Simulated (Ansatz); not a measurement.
## Two structures, one formula

Two relaxed structures of H2SeS2, closed shell (PBE0-D4/def2-TZVP; forces vanish, vibrations not checked).

A:

```
5
angstrom
S -1.5011 -0.4415 -0.7901
Se -0.3697 0.9735 0.4389
S 1.6294 0.1036 0.6377
H -1.9184 -1.2481 0.2027
H 2.1597 0.6125 -0.4892
```

B:

S1  (-1.464, -0.402, -0.763)
Se2  (1.634, 0.101, 0.628)
S3  (-0.396, 0.903, 0.389)
H4  (-1.902, -1.219, 0.214)
H5  (2.192, 0.679, -0.607)
(Å)

Ansatz 0.2.0; basis: def2-TZVPP; cores frozen in the correlated methods. Filled d shells of the heavier atoms are correlated. The def2 sets are not built for correlating such inner shells, so the correlated values are less sure here. B3LYP uses VWN-RPA correlation.

**Question.** Which structure is lower at CCSD(T), and by how much? (To be estimated.)

**Answer.** The calculation gives: A, by 25.3 kJ/mol (electronic energy, against the other). By their contacts, A is H₂SeS₂ ([SH][Se][SH]) and B is H₂SeS₂ ([SH][S][SeH]).

All methods give the same order:

```
   method  E(B) − E(A) (kJ/mol)
   PBE-D4                  22.1
r2SCAN-D4                  22.5
  PBE0-D4                  23.0
 B3LYP-D4                  24.0
  wB97M-V                  23.5
       HF                  26.7
      MP2                  25.2
     CCSD                  25.6
  CCSD(T)                  25.3
```

T1 diagnostic: at most 0.013.

Labels in which every atom is bracketed show which atoms are joined, not bond orders.

For scale, one of the runs: CCSD(T)/def2-TZVPP, 160 basis functions, launched by `ansatz run in.yaml --threads 2 --pin off --events-out ev --progress --plain --max-ram 4352MiB`. Hardware: 2 CPU threads of an Arm Neoverse V1, shared host. Wall time 36 s; peak host memory 1.1 GiB.
